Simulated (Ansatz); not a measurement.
A run for Ansatz (a program for electronic structure): R-wB97X-V/def2-TZVPP on ClHSSi (SMILES S[Si]Cl), a point of a torsion scan.

Ansatz 0.2 input:
```yaml
crystal:
  periodic: [false, false, false]
  atoms:
    - {symbol: S, position_ang: [-1.24130968, 0.52945607, 0.45776146]}
    - {symbol: Si, position_ang: [0.78574229, 0.81049598, -0.32720926]}
    - {symbol: Cl, position_ang: [0.96574857, 2.83790091, -0.16588900]}
    - {symbol: H, position_ang: [-1.48764949, -0.54706933, -0.27698543]}
basis:
  gaussian:
    orbitals: def2-TZVPP
hamiltonian:
  xc: {name: wB97X-V}
scf: {lower_state_search: off}
```

Output:

```
WARN ansatz: RAYON_NUM_THREADS=2 ignored (pool sized by the plan → 2); use --threads N
Functional definition: wB97X-V
these checks for a lower state are left out or cut short: stability, starts, cluster_reference, orbital_swaps, neighbouring_geometries, increment
integrals: 0.09 GiB planned
951 factors; their error is unknown
integrals: 0.12 GiB planned
160 factors; integrals over basis functions are off by at most 4.2e-5 eV
mean field: 0.67 GiB planned
mean field evaluation 1: about -31248.1496 eV, gradient 1.7e1 eV
mean field evaluation 2: about -31248.6819 eV, gradient 1.4e1 eV
mean field evaluation 4: about -31249.1319 eV, gradient 5.5e-1 eV
mean field evaluation 8: about -31249.1646 eV, gradient 2.8e-2 eV
mean field evaluation 16: about -31249.1646 eV, gradient 1.6e-5 eV
mean field -31249.16456087 eV, -1148.3856161676 hartree, gradient 6.0e-6 eV, S^2 0.000000; 0 other end points of the search recorded, 0 dependent functions left out
reference -31249.16455936 eV, -1148.3856161120 hartree; 24, 24 occupied and 116, 116 virtual orbitals, 951 factors
Total energy: -31249.16455936 eV, -1148.3856161120 hartree
Checks for a lower state left out: stability, starts, cluster_reference, orbital_swaps, neighbouring_geometries, increment
```

The calculation finished and met its thresholds.

Cost: around 3 core-seconds (rough).
